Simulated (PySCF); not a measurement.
C3H9NOSi, SMILES O[SiH]1CN(C1)C.

The structure is a stationary point at r2SCAN-D4/def2-SVP. The structure was generated by enumeration, and PubChem lists no compound with its InChIKey, so it may never have been made. Other conformers were not sampled.

Calculation: PySCF with HF/def2-TZVP.

Isolated molecule, no solvent.

| Item | Value |
|---|---|
| total energy | -537.20269 hartree |
| point group | Cs |
| highest occupied level | -9.74 eV |
| lowest empty level | 3.61 eV |
| orbital gap | 13.35 eV |
| dipole moment | 1.37 D |
| quadrupole, principal values (traceless, Buckingham form, about the centre of nuclear charge) | -6.97, 2.59, 4.37 D·Å |
| mean static polarisability | 66.1 bohr³ (9.80 Å³) |
| polarisability, principal values | 60.1, 63.0, 75.3 bohr³ |
